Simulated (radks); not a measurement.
Results of a calculation; reference values are marked as such.
All-electron atom: S- in [Ne] 3s2 3p5. Level of theory: non-relativistic Kohn-Sham, LDA (Slater exchange, VWN5 correlation), spin-polarised, spherical densities, point nucleus; open shells are filled with parallel spins first; Watson sphere of charge +1.3 and radius 2.16 bohr (a radial shooting solver on a logarithmic mesh with Libxc functionals). Some entries of the table are withheld. Estimate them.

orbital,occ.,eigenvalue (eV),<r> (bohr)
1s up,1,-2389.275,0.09758
1s down,1,-2389.132,0.09757
2s up,1,-210.5816,0.4837
2s down,1,-210.4227,0.4836
2p up,3,(1),0.4450
2p down,3,(2),0.4448
3s up,1,-20.8078,1.716
3s down,1,-20.0238,1.724
3p up,3,-10.8362,2.036
3p down,2,-10.1330,2.063

Answer. 
(1) 2p up eigenvalue (eV): -157.5051
(2) 2p down eigenvalue (eV): -157.3074
